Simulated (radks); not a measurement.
Initial-state core-level shifts of neutral thallium when its valence configuration changes from [Hg] 6p1. Calculated with a radial shooting solver on a logarithmic mesh with Libxc functionals: Dirac Kohn-Sham, PBEsol, spin-unpolarised, spherical densities, point nucleus; open shells are shared between the two j in proportion to 2j + 1. Shifts are changes of the shell-averaged eigenvalues in eV (positive: less bound).

valence                          2p       3d       5s       5p
[Xe] 4f14 5d8 6s2 6p3       -11.646  -11.556  -10.722  -10.177
[Xe] 4f13 5d10 6s2 6p2      -20.455  -22.619   -9.829   -8.407
[Xe] 4f14 5d9 6s2 6p2        -5.789   -5.753   -5.394   -5.142
[Xe] 4f14 5d10 6p3           -3.606   -3.625   -3.653   -3.651
[Xe] 4f14 5d9.5 6s2 6p1.5    -2.892   -2.876   -2.711   -2.590
[Xe] 4f14 5d8.5 6s1.5 6p3    -9.549   -9.493   -8.906   -8.506
[Xe] 4f12 5d10 6s2 6p3      -41.805  -46.218  -19.795  -16.925
[Xe] 4f13.5 5d10 6s2 6p1.5  -10.116  -11.187   -4.898   -4.191
[Xe] 4f13.5 5d10 6s1 6p2.5  -11.922  -13.001   -6.721   -6.009
